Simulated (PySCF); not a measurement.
# Correlation energy of Zn (zinc, neutral)

[Ar] 3d10 4s2, closed-shell 1S. Calculation: PySCF 2.14, in x2c-TZVPPall with one added diffuse shell each of s, p, d, f type (7s6p5d3f1g, 80 functions); scalar relativity by spin-free X2C-1e. Frozen: [Ne]; 20 electrons correlated.

```csv
level,correlation energy (mhartree)
CCSD,-768.66
(T),-20.73
CCSD(T),-789.39
```

Diagnostics: T1 = 0.018, D1 = 0.0577, largest double amplitude 0.064.

Cost of the coupled-cluster step: about 25 core-seconds, for 20 correlated electrons.

This basis was not built for core-valence correlation, so the inner-shell part is incomplete.
